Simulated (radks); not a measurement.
Task: The table gives one normalised radial function P(r) = r R(r) (large component) of Nd+ in [Kr] 4d10 4f4 5s2 5p5.75 6s1 7s0.25 (r in bohr). Calculated with a radial shooting solver on a logarithmic mesh with Libxc functionals: Dirac Kohn-Sham, PBEsol, spin-unpolarised, spherical densities, finite nucleus; open shells fill j = l - 1/2 first; Fermi nuclear charge, rms radius 4.9123 fm.

| r | P |
|---|---|
| 0.002251 | 0.0116 |
| 0.003125 | 0.0147 |
| 0.004338 | 0.0181 |
| 0.006022 | 0.0216 |
| 0.00836 | 0.0242 |
| 0.0117 | 0.0248 |
| 0.01624 | 0.0214 |
| 0.02254 | 0.0119 |
| 0.0313 | -0.0044 |
| 0.04344 | -0.0245 |
| 0.06079 | -0.0392 |
| 0.08439 | -0.0324 |
| 0.1172 | 0.0031 |
| 0.1626 | 0.0477 |
| 0.2276 | 0.0512 |
| 0.3159 | -0.0134 |
| 0.4386 | -0.0813 |
| 0.6088 | -0.0475 |
| 0.8451 | 0.0751 |
| 1.183 | 0.1337 |
| 1.642 | 0.0227 |
| 2.279 | -0.1640 |
| 3.164 | -0.2220 |
| 4.392 | -0.0365 |
| 6.146 | 0.2738 |
| 8.531 | 0.4142 |
| 11.84 | 0.2589 |
| 16.44 | 0.0692 |
| 22.82 | 0.0065 |

Which n and l does it have? It may be an empty orbital.

Result: n = 7, l = 0: the number of nodes gives n - l - 1 = 6, the rise at small r points to l (this Dirac orbital starts outside the nucleus as r^gamma with gamma = sqrt((l + 1)^2 - (Z/c)^2) = 0.90; the j = 1/2 orbital of l + 1 starts with the same power, but with a smaller coefficient, and then steepens), and the extent must fit the shell. The curve is that of 7s1/2. 7s1/2: eigenvalue -3.293 eV, 6 radial nodes at r = 0.0290, 0.115, 0.300, 0.698, 1.71, 4.57 bohr, <r> = 8.76 bohr, 90 % of the charge inside 12.2 bohr.
